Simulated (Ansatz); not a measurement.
Ru₃. Total charge 0; triplet. Geometry r2SCAN-D4/def2-TZVP; atoms count from 1.

```xyz
3

Ru    1.130    0.330    0.575
Ru    0.182   -0.407   -1.257
Ru   -1.312    0.076    0.683
```

In the def2 sets Ru takes a core potential; there is no spin–orbit coupling. The charge 0 triplet is spin-contaminated (final ⟨S²⟩ up to 4.33, 2.00 for a pure state). The structure comes from a short search, and lower isomers may exist.

(1) Estimate the Mulliken populations from the PBE0/def2-TZVP orbitals of Ansatz.

(2) Where does the spin sit?

(3) And the Mayer bond orders between heavy atoms (over 0.3)?

Results:

(1) 
```
atom  charge (e)  spin (α − β)  d electrons
 Ru1        0.01          2.31         7.08
 Ru2       -0.06          2.35         7.04
 Ru3        0.05         -2.66         7.10
```
Mulliken values depend strongly on the basis.

(2) Summed by element: Ru 2.00, of 2 unpaired in all. Largest on single atoms: Ru3 -2.66, Ru2 2.35, Ru1 2.31.

(3) Ru1–Ru2 2.16 (2.19 Å); Ru1–Ru3 1.07 (2.46 Å); Ru2–Ru3 0.95 (2.50 Å).
